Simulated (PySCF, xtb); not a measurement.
W(O)2(NH2)2 (H4N2O2W), SMILES [NH2][W]([NH2])(=[O])=[O], multiplicity 1.

xtb with GFN2-xTB at its own geometry gives an orbital gap of 4.29 eV and a dipole moment of 5.85 D.

Geometry: B3LYP-D3(BJ)/def2-SVP. The multiplicity is an assumed one; other spin states were not compared. The def2 effective core potentials stand for the cores of W; spin–orbit coupling is left out. One conformer was computed; it need not be the lowest.

**Question.** What does CAM-B3LYP/def2-TZVP (PySCF) give? (An estimate is asked for; the answer gives what the named calculation found.)

**Answer.** gap 9.01 eV (levels -9.20 and -0.19 eV), dipole 4.66 D.
